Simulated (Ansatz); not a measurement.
Cost and result for the atomization energy of `FB1CC1` (8 atoms, 8 bonds).

The species carries charge 0 and has multiplicity 1. Geometry: relaxed with PBE0-D4/def2-TZVP. Program: Ansatz. All runs use 2 threads of an Arm Neoverse V1 on a shared host. Times are those of one run each, without the atoms' runs, and a repeat can differ threefold. Electronic energies, without spin–orbit coupling; frozen cores. CCSD(T)/CBS adds CCSD(T) − MP2 in def2-TZVPP to the MP2 limit, and its time is that of the two runs behind it. T1 = 0.012. B3LYP takes the VWN-RPA correlation (the form of Gaussian; ORCA's B3LYP/G).

CCSD(T)/CBS is a level of theory with its own doubt, some kJ/mol a heavy atom from the limit and from the frozen cores, so smaller differences don't rank the functionals.

```json
{"level": "revPBE-D4/def2-TZVPP", "functions": "180", "atomization (kcal/mol)": "784.7", "difference from CCSD(T)/CBS": "4.6", "per bond": "0.6"}
{"level": "CCSD(T)/def2-TZVPP", "functions": "180", "atomization (kcal/mol)": "762.8", "difference from CCSD(T)/CBS": "-17.3", "per bond": "-2.2"}
{"level": "CCSD(T)/def2-SVP", "functions": "76", "atomization (kcal/mol)": "751.7", "difference from CCSD(T)/CBS": "-28.4", "per bond": "-3.5"}
{"level": "BLYP-D4/def2-TZVPP", "functions": "180", "atomization (kcal/mol)": "783.4", "difference from CCSD(T)/CBS": "3.3", "per bond": "0.4"}
{"level": "PBE-D4/def2-TZVPP (with forces)", "functions": "180", "atomization (kcal/mol)": "806.5", "difference from CCSD(T)/CBS": "26.4", "per bond": "3.3"}
{"level": "PBE0-D4/def2-TZVPP", "functions": "180", "atomization (kcal/mol)": "792.5", "difference from CCSD(T)/CBS": "12.4", "per bond": "1.5"}
{"level": "CCSD(T)/CBS(def2)", "functions": "–", "atomization (kcal/mol)": "780.1", "difference from CCSD(T)/CBS": "0.0", "per bond": "0.0"}
{"level": "MP2/def2-QZVPP", "functions": "348", "atomization (kcal/mol)": "792.5", "difference from CCSD(T)/CBS": "12.4", "per bond": "1.6"}
{"level": "PBE-QIDH/def2-TZVPP", "functions": "180", "atomization (kcal/mol)": "785.5", "difference from CCSD(T)/CBS": "5.4", "per bond": "0.7"}
{"level": "r2SCAN-D4/def2-TZVPP (with forces)", "functions": "180", "atomization (kcal/mol)": "790.6", "difference from CCSD(T)/CBS": "10.5", "per bond": "1.3"}
{"level": "B3LYP-D4/def2-TZVPP (with forces)", "functions": "180", "atomization (kcal/mol)": "784.8", "difference from CCSD(T)/CBS": "4.7", "per bond": "0.6"}
{"level": "ωB97M-V/def2-TZVPP (with forces)", "functions": "180", "atomization (kcal/mol)": "788.1", "difference from CCSD(T)/CBS": "8.0", "per bond": "1.0"}
{"level": "B97M-V/def2-TZVPP", "functions": "180", "atomization (kcal/mol)": "790.3", "difference from CCSD(T)/CBS": "10.2", "per bond": "1.3"}
```

Question: Order the runs by time, with rough figures. (Estimate.)

Answer: The calculation gave: revPBE-D4/def2-TZVPP 1.6 s; BLYP-D4/def2-TZVPP 1.9 s; CCSD(T)/def2-SVP 1.9 s; PBE0-D4/def2-TZVPP 2 s; PBE-D4/def2-TZVPP (with forces) 2.1 s; B3LYP-D4/def2-TZVPP (with forces) 2.8 s; PBE-QIDH/def2-TZVPP 3.6 s; r2SCAN-D4/def2-TZVPP (with forces) 3.9 s; B97M-V/def2-TZVPP 7.5 s; ωB97M-V/def2-TZVPP (with forces) 8 s; MP2/def2-QZVPP 13 s; CCSD(T)/def2-TZVPP 39 s; CCSD(T)/CBS(def2) 52 s.

From BLYP to BHLYP (50 % exact exchange), in def2-TZVPP and without D4, the atomization energy moves by −18.0 kcal/mol: exact exchange takes away binding that semilocal exchange gives to molecules. At CCSD(T), def2-SVP lies −28.4 kcal/mol from the extrapolated value and def2-TZVPP −17.3 kcal/mol: correlation converges slowly with the basis, and small sets miss more of it in the bonded molecule than in its fragments. In def2-TZVPP, CCSD(T) changes the Hartree–Fock value by +170.5 kcal/mol (the triples alone add +10.8 kcal/mol) and MP2 by +190.0 kcal/mol; breaking electron pairs costs correlation energy, which Hartree–Fock lacks.
